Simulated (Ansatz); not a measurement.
```yaml
crystal:
  periodic: [false, false, false]
  atoms:
    - {symbol: Ge, position_ang: [1.075059, 0.988682, -0.064162]}
    - {symbol: Ge, position_ang: [-1.078372, -0.985991, -0.057667]}
    - {symbol: Ge, position_ang: [0.049106, -0.046278, 2.025618]}
    - {symbol: Ge, position_ang: [-1.384487, 1.510321, 0.268498]}
    - {symbol: Ge, position_ang: [1.393656, -1.519772, 0.132131]}
    - {symbol: Sn, position_ang: [-0.054962, 0.053038, -2.304428]}
basis:
  gaussian: {orbitals: def2-TZVP, initial_orbitals: start.molden}
hamiltonian: {xc: {name: wB97M-V}}
scf: {omitted_lower_state_checks: [starts]}
output: {forces: true, orbitals: {seedname: orbitals}}
```

The file start.molden holds the orbitals of an earlier run on this structure, at another level or in another basis.

```sh
$ ansatz run in.yaml --threads 4 --pin off --events-out ev --progress --plain --max-ram 4787MiB
```

Question: Does this run fit into the memory that it is given?

Answer: No. It has 290 basis functions, and Ansatz plans for 4.78 GiB where 4.67 GiB are given.
